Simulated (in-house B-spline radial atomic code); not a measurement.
Ionising Si3+ with different functionals

Computed with an all-electron radial atomic-structure program (B-spline basis): four-component Dirac-Coulomb Hamiltonian, Fermi nucleus of rms radius 3.1224 fm, spin-restricted, spherical fractional occupations for the functionals, and exact exchange of hybrids averaged over the configuration. The ionisation energy is the difference of two self-consistent energies, [Ne] 3s1 → [He] 2s2 2p6, without Breit or QED terms; ε is the level of the shell that loses the electron (mean over j).

| method | rung | ΔSCF (eV) | -ε(3s) (eV) |
| --- | --- | --- | --- |
| BHandHLYP | global hybrid | 45.62 | 42.63 |
| PBE0 | global hybrid | 45.14 | 40.98 |
| LC-wPBE | range-separated hybrid | 45.13 | 43.81 |
| HSE06 | range-separated hybrid | 45.13 | 40.59 |

Task: Among the functionals, which spreads more, the ΔSCF values or the orbital energies?

Result: The orbital energies: ΔSCF values span about 0.50 eV and the orbital energies 3.21 eV; here energy differences depend much less on the functional than eigenvalues do.

Task: How do they compare with the NIST value?

Result: NIST lists 45.142 eV (measured, ground level to ground level). Errors run from -0.02 to +0.48 eV; PBE0 is closest (-0.00 eV), but part of that can be cancellation, since the calculations leave out Breit-QED terms, spin polarisation.
